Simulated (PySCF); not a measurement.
**Pr(IV) with different ligands**

Computed with PySCF 2.14.0, PBE0, def2-SVP on the ligands, density fitting, scalar-relativistic core potentials, no spin-orbit coupling, vacuum. The metal has lcecp-2-SVP with ECP47. Each complex is relaxed within the symmetry of a template of the same shape. Distances are means of the shortest metal–ligand contacts, charges and spins Mulliken's. lcecp potentials hold a fixed number of 4f electrons in the core, out of states, spins and gaps.

| complex | point group | M–first ligand (Å) | charge on M (e) | strongest infrared band, degenerate modes summed (cm⁻¹) | unstable modes (below −25 cm⁻¹) |
| --- | --- | --- | --- | --- | --- |
| [PrSF]+ | Cs | 2.262 | 1.34 | 679 | 0 |
| [PrOF]+ | Cs | 1.792 | 1.55 | 982 | 0 |
| [PrOCl]+ | Cs | 1.790 | 1.37 | 979 | 0 |

(1) A further member has point group Cs, M–first ligand (Å) 1.801, charge on M (e) 1.41, strongest infrared band, degenerate modes summed (cm⁻¹) 3842, unstable modes (below −25 cm⁻¹) 0. Which complex is it?

One start shape was tried for each, so a minimum needn't be the lowest isomer. Oxidation states forced by the potential, rare, strongly oxidising or of another configuration in reality: [PrSF]+, [PrOF]+, [PrO(OH)]+, [PrOCl]+.

Results:

(1) [PrO(OH)]+. The answer isn't unique; the calculation gave this one.
